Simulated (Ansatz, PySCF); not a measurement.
Reaction (SMILES): O[Si](O)(O)Cl [chloro(trihydroxy)silane] -> O[Si](O)Cl + [OH] (HO) (the O-Si bond at the site shown breaks; other sites are not compared here)
Each molecule is optimised on its own at B3LYP-D3(BJ)/def2-TZVP (Ansatz, an electronic-structure program), one conformer each, not searched for the lowest. Frequencies are from Ansatz or PySCF.

Quantity: bond dissociation energy (0 K, with B3LYP-D3(BJ) harmonic zero-point energies), in kcal/mol. Correlated levels leave the core frozen unless marked. UHF or UKS for open shells. No spin-orbit coupling. No relativistic terms. Basis-set limits of correlation are two-point, X^-3; Hartree-Fock from the larger set. The bracket is a focal-point correction in the basis named.

| level | program | bond dissociation energy (kcal/mol) |
|---|---|---|
| PBE/def2-TZVPD | Ansatz | 126.4 |
| B97M-V/def2-TZVPD | Ansatz | 131.4 |
| B3LYP/def2-TZVPD | Ansatz | 125.5 |
| PBE0/6-31G* | Ansatz | 126.0 |
| PBE0/def2-QZVPP | Ansatz | 128.1 |
| HSE06-D4/def2-TZVPD | Ansatz + dftd4 | 128.3 |
| LC-wPBE-D3(BJ)/def2-TZVPD | Ansatz + dftd3 | 131.0 |

### Question
Estimate the value at RI-MP2/CBS(cc-pV(T+d)Z,cc-pV(Q+d)Z)+[CCSD(T)-MP2]/cc-pV(T+d)Z as computed with Ansatz.

### Answer
136.7 kcal/mol
